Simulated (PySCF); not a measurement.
C3H8BClFN, singlet, at a GFN2-xTB geometry; CASCI(6,6)+NEVPT2/STO-3G in PySCF.

The PySCF input:
```python
from pyscf import gto, scf, mcscf, mrpt
import numpy

mol = gto.M(
    atom='''
B     0.009985    0.943583    0.716954
Cl   -1.347566    1.591388   -0.143226
F     0.504844    1.653713    1.735704
N     0.596217   -0.264357    0.396608
C     0.240529   -1.203982   -0.656931
C     1.405079   -1.352870   -1.634004
C    -0.142999   -2.549180   -0.043718
H     1.386515   -0.574088    0.945264
H    -0.622583   -0.781991   -1.180070
H     1.126776   -2.015905   -2.448060
H     1.673833   -0.384847   -2.048809
H     2.273870   -1.769016   -1.127986
H    -0.456103   -3.238588   -0.822462
H     0.705451   -2.981574    0.482839
H    -0.961826   -2.422237    0.659686
''',
    basis='sto-3g',
    charge=0,
    spin=0,
    verbose=4,
)

mf = scf.RHF(mol)
mf.kernel()
mc = mcscf.CASCI(mf, 6, 6)
mc.fix_spin_(ss=0.0)
mc.kernel()
occ = numpy.linalg.eigvalsh(mc.fcisolver.make_rdm1(mc.ci, mc.ncas, mc.nelecas))[::-1]
ss = mc.fcisolver.spin_square(mc.ci, mc.ncas, mc.nelecas)[0]
print('natural occupations', occ.round(4), ' <S^2>', round(ss, 4))
e2 = mrpt.NEVPT(mc).kernel()
print('E(NEVPT2) = %.10f' % (mc.e_tot + e2))
```

It wrote (shortened):

```
PySCF version 2.14.0

[INPUT] verbose = 4
[INPUT] num. atoms = 15
[INPUT] num. electrons = 64
[INPUT] charge = 0
[INPUT] spin (= nelec alpha-beta = 2S) = 0
[INPUT] symmetry False subgroup None
[INPUT] Mole.unit = angstrom
[INPUT] Symbol           X                Y                Z      unit          X                Y                Z       unit  Magmom
[...]
nuclear repulsion = 361.786779127757
number of shells = 31
number of NR pGTOs = 141
number of NR cGTOs = 47
basis = sto-3g
ecp = {}

******** <class 'pyscf.scf.hf.RHF'> ********
method = RHF
initial guess = minao
damping factor = 0
level_shift factor = 0
DIIS = <class 'pyscf.scf.diis.CDIIS'>
diis_start_cycle = 1
diis_space = 8
diis_damp = 0
SCF conv_tol = 1e-09
SCF conv_tol_grad = None
SCF max_cycles = 50
direct_scf = True
direct_scf_tol = 1e-13
Set gradient conv threshold to 3.16228e-05
Initial guess from minao.
init E= -748.711447242505
[...]
cycle= 1 E= -747.688588020984  delta_E= 1.02  |g|= 0.485  |ddm|= 4.63
[...]
cycle= 2 E= -747.778982016802  delta_E= -0.0904  |g|= 0.124  |ddm|= 0.871
[...]
cycle= 3 E= -747.784430473919  delta_E= -0.00545  |g|= 0.0292  |ddm|= 0.189
[...]
cycle= 4 E= -747.78486095981  delta_E= -0.00043  |g|= 0.00391  |ddm|= 0.0673
[...]
cycle= 5 E= -747.784869988244  delta_E= -9.03e-06  |g|= 0.00144  |ddm|= 0.00839
[...]
cycle= 6 E= -747.784871192825  delta_E= -1.2e-06  |g|= 0.000327  |ddm|= 0.00331
[...]
cycle= 7 E= -747.78487125978  delta_E= -6.7e-08  |g|= 5.98e-05  |ddm|= 0.0008
[...]
cycle= 8 E= -747.78487126261  delta_E= -2.83e-09  |g|= 1.6e-05  |ddm|= 0.000153
[...]
cycle= 9 E= -747.784871262803  delta_E= -1.93e-10  |g|= 3.42e-06  |ddm|= 4.4e-05
[...]
Extra cycle  E= -747.784871262813  delta_E= -9.55e-12  |g|= 1.37e-06  |ddm|= 6.61e-06
converged SCF energy = -747.784871262813

******** <class 'pyscf.mcscf.casci.CASCI'> ********
CAS (3e+3e, 6o), ncore = 29, nvir = 12
natorb = False
canonicalization = True
sorting_mo_energy = False
******** <class 'pyscf.fci.addons.SpinPenaltyFCISolver'> ********
max. cycles = 200
conv_tol = 1e-08
davidson only = True
linear dependence = 1e-12
level shift = 0.001
max iter space = 12
nroots = 1
pspace_size = 400
spin = None
Density matrix diagonal elements [1.99800864e+00 1.99964466e+00 1.99191965e+00 9.39423731e-03
 5.06947800e-04 5.25854524e-04]
CASCI converged
CASCI E = -747.790287130078  E(CI) = -7.06741854559573  S^2 = 0.0000000
natural occupations [1.9996e+00 1.9992e+00 1.9911e+00 9.0000e-03 7.0000e-04 3.0000e-04]  <S^2> 0.0

******** <class 'pyscf.mrpt.nevpt2.NEVPT'> ********
NEVPT2 (3e+3e, 6o), ncore = 29, nvir = 12
root = 0
Natural occ [1.99964598e+00 1.99924668e+00 1.99106376e+00 9.01209025e-03
 6.92152408e-04 3.39334911e-04]
Natural orbital (expansion on meta-Lowdin AOs) in CAS space
               #1        #2        #3        #4        #5
0 B 1s           0.00011  -0.00000   0.00000   0.00000   0.01175
0 B 2s           0.00368   0.00008  -0.00002  -0.00024  -0.55838
0 B 2px         -0.00488  -0.04511  -0.15971  -0.52820   0.18585
0 B 2py          0.01238  -0.03408  -0.12003  -0.39802  -0.07072
0 B 2pz          0.00429   0.04553   0.16128   0.53380   0.13083
1 Cl 1s         -0.00000  -0.00000   0.00000   0.00000   0.00041
1 Cl 2s         -0.00007  -0.00000  -0.00000  -0.00000  -0.00636
1 Cl 3s         -0.00483  -0.00002  -0.00001   0.00001   0.16992
1 Cl 2px        -0.00037   0.00356  -0.00055  -0.00265  -0.00805
1 Cl 2py        -0.00466   0.00269  -0.00040  -0.00200   0.00425
1 Cl 2pz        -0.00385  -0.00360   0.00055   0.00267  -0.00481
1 Cl 3px         0.04637  -0.58968   0.00591   0.12635   0.29567
1 Cl 3py         0.74265  -0.44466   0.00400   0.09527  -0.15455
1 Cl 3pz         0.60038   0.59574  -0.00517  -0.12763   0.17748
2 F 1s           0.00029  -0.00000   0.00000  -0.00000  -0.00171
2 F 2s           0.00367   0.00001   0.00001   0.00009   0.07969
2 F 2px          0.15604   0.16651   0.23036   0.17315  -0.09284
2 F 2py          0.01085   0.12549   0.17317   0.13042  -0.05740
2 F 2pz          0.16187  -0.16843  -0.23229  -0.17526  -0.13448
3 N 1s          -0.00035  -0.00000   0.00000  -0.00000  -0.00558
3 N 2s           0.03777  -0.00008   0.00043  -0.00014   0.37483
3 N 2px         -0.04444   0.09095  -0.47874   0.23265  -0.00564
3 N 2py          0.08907   0.06874  -0.36162   0.17579  -0.05187
3 N 2pz          0.02242  -0.09220   0.48486  -0.23577  -0.04495
4 C 1s          -0.00012  -0.00000  -0.00000  -0.00000   0.00047
4 C 2s           0.01734  -0.00004   0.00010   0.00002  -0.03705
4 C 2px         -0.08404   0.01075   0.13978   0.02794  -0.12628
4 C 2py          0.03150   0.00733   0.10530   0.02085  -0.15545
4 C 2pz         -0.05844  -0.01005  -0.14147  -0.02824  -0.23980
5 C 1s           0.00007   0.00010  -0.00105   0.00059  -0.00023
5 C 2s          -0.00375  -0.00667   0.07055  -0.03964   0.00970
5 C 2px          0.03661  -0.00193  -0.16602   0.06165  -0.03876
5 C 2py         -0.00965  -0.00980   0.03053   0.00331  -0.07036
5 C 2pz          0.01523   0.00120   0.18407  -0.04260  -0.09893
6 C 1s           0.00007  -0.00010   0.00103  -0.00059  -0.00023
6 C 2s          -0.00381   0.00678  -0.06969   0.03932   0.00977
6 C 2px          0.02645  -0.00694  -0.08383   0.01908  -0.04488
6 C 2py         -0.01787   0.00426  -0.22086   0.05877  -0.07563
6 C 2pz          0.02586   0.00696   0.07186  -0.04067  -0.09291
7 H 1s          -0.02269  -0.00009  -0.00008   0.00031  -0.26468
8 H 1s           0.05017  -0.00035  -0.00247   0.00086  -0.11791
9 H 1s          -0.02131   0.00639  -0.07806   0.02706  -0.15619
10 H 1s         -0.01015  -0.01289  -0.05458  -0.01063   0.04317
11 H 1s          0.04342  -0.00208  -0.00425  -0.00408   0.06876
12 H 1s         -0.02133  -0.00635   0.07722  -0.02720  -0.15681
13 H 1s          0.04362   0.00115   0.00286   0.00409   0.06883
14 H 1s         -0.00998   0.01333   0.05517   0.01062   0.04371
               #6
0 B 1s          -0.00341
0 B 2s           0.14806
0 B 2px         -0.37299
0 B 2py          0.13006
0 B 2pz         -0.27224
1 Cl 1s         -0.00031
1 Cl 2s          0.00442
1 Cl 3s         -0.14543
1 Cl 2px         0.00616
1 Cl 2py        -0.00295
1 Cl 2pz         0.00390
1 Cl 3px        -0.25324
1 Cl 3py         0.12347
1 Cl 3pz        -0.15835
2 F 1s          -0.00080
2 F 2s           0.05187
2 F 2px          0.04142
2 F 2py         -0.12560
2 F 2pz         -0.05254
3 N 1s          -0.00188
3 N 2s           0.16991
3 N 2px         -0.14428
3 N 2py         -0.16394
3 N 2pz         -0.26496
4 C 1s           0.00182
4 C 2s          -0.13455
4 C 2px         -0.19438
4 C 2py         -0.21913
4 C 2pz         -0.35503
5 C 1s          -0.00002
5 C 2s          -0.00528
5 C 2px         -0.10777
5 C 2py         -0.07562
5 C 2pz         -0.10301
6 C 1s          -0.00003
6 C 2s          -0.00492
6 C 2px         -0.06219
6 C 2py         -0.03969
6 C 2pz         -0.15041
7 H 1s           0.16956
8 H 1s          -0.17599
9 H 1s          -0.18347
10 H 1s          0.07074
11 H 1s          0.12106
12 H 1s         -0.18370
13 H 1s          0.12111
14 H 1s          0.07105
<CAS-nat-orb|mo-hf>  30     31       0.99999420
<CAS-nat-orb|mo-hf>  31     30       0.92337386
<CAS-nat-orb|mo-hf>  32     32       0.92328282
<CAS-nat-orb|mo-hf>  33     33       0.99990314
<CAS-nat-orb|mo-hf>  34     34      -0.68922684
<CAS-nat-orb|mo-hf>  34     35       0.72454494
<CAS-nat-orb|mo-hf>  35     34       0.72454557
<CAS-nat-orb|mo-hf>  35     35       0.68922648
Sr    (-1)',   E = -0.00152668887599
Si    (+1)',   E = -0.00789711697718
Sijrs (0)  ,   E = -0.15727311176689
Sijr  (+1) ,   E = -0.05034990176225
Srsi  (-1) ,   E = -0.01181352401905
Srs   (-2) ,   E = -0.00080310019732
Sij   (+2) ,   E = -0.01569210847198
Sir   (0)' ,   E = -0.01763718649763
Nevpt2 Energy = -0.262992738568288
E(NEVPT2) = -748.0532798686
```
